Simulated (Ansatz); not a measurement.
Geometry optimisation, RHF/def2-SVP in Ansatz.

The input (input.yaml):

```yaml
crystal:
  periodic: [false, false, false]
  atoms:
    - { symbol: Zr, position_ang: [0.0, 0.0, 0.0] }
    - { symbol: F, position_ang: [0.0, 0.0, 1.98] }
    - { symbol: O, position_ang: [1.952, 0.0, -0.6893] }
    - { symbol: H, position_ang: [2.2684, -0.9521, -0.806] }
    - { symbol: Cl, position_ang: [-1.1869, 2.0563, -0.8392] }
    - { symbol: Cl, position_ang: [-1.1869, -2.0563, -0.8392] }
basis:
  gaussian: { orbitals: def2-SVP }
hamiltonian:
  xc: hf
relax:
  f_tol: 0.02
  max_steps: 40
```

Run as:

```bash
$ ansatz run input.yaml --threads 1 --pin off --max-ram 2048MiB --backend cpu --events-out ev --progress --plain --runs-dir out
```

Question: Where does it end, and by what steps?

Answer: It converged. After 7 steps the energy has fallen by 1.122 eV; H4 moved furthest, 0.60 Å.

```
step  energy less start (eV)  largest force component (eV/Å)  accepted
   0                  0.0000                           3.164       yes
   1                 -0.7779                           2.181       yes
   2                 -0.9503                           0.476       yes
   3                 -0.9989                           0.558       yes
   4                 -1.0190                           2.001       yes
   5                 -1.1199                           0.121       yes
   6                 -1.1217                           0.064       yes
   7                 -1.1218                           0.004       yes
```

```xyz
6
Properties=species:S:1:pos:R:3
Zr -0.063 -0.107 -0.004
F -0.055 -0.027 1.892
O 1.710 -0.338 -0.607
H 2.591 -0.454 -0.920
Cl -0.944 1.929 -0.862
Cl -1.393 -1.955 -0.694
```

Whether the end is a true minimum wasn't checked by a vibrational analysis.

Run time: 25 s on 1 thread of Arm Neoverse V1, on a shared host, peak memory 0.2 GiB.
